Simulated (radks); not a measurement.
All-electron atom: the tantalum ion Ta5+ in [Xe] 4f14. Method: scalar-relativistic Kohn-Sham, PBE, spin-polarised, spherical densities, point nucleus; computed with a radial shooting solver on a logarithmic mesh with Libxc functionals.

Radial electron density D(r) = 4 pi r^2 rho(r):

```
   r/bohr * D(r) (the largest magnitude, 131, reaches the edge; | marks zero)
0.0007903 | *
 0.001046 |  *
 0.001373 |    *
 0.001802 |      *
 0.002384 |          *
 0.003129 |              *
 0.004107 |                    *
 0.005434 |                           *
 0.007132 |                                 *
 0.009362 |                                      *
  0.01239 |                                         *
  0.01626 |                                       *
  0.02134 |                                    *
  0.02824 |                                     *
  0.03706 |                                            *
  0.04865 |                                                     *
  0.06437 |                                                      *
  0.08449 |                                              *
   0.1109 |                                          *
   0.1467 |                                                 *
   0.1926 |                                             *
   0.2548 |                             *
   0.3345 |                          *
   0.4391 |                              *
   0.5809 |                     *
   0.7625 |           *
    1.001 |      *
    1.324 |   *
    1.738 |*
    2.282 *
    3.019 *
    3.963 *
```

D(r) has 4 maxima, at r = 0.0126, 0.0575, 0.160, 0.429 bohr, and minima at 0.0243, 0.104, 0.301 bohr, inside which lie 1.90, 11.09, 29.82 electrons.
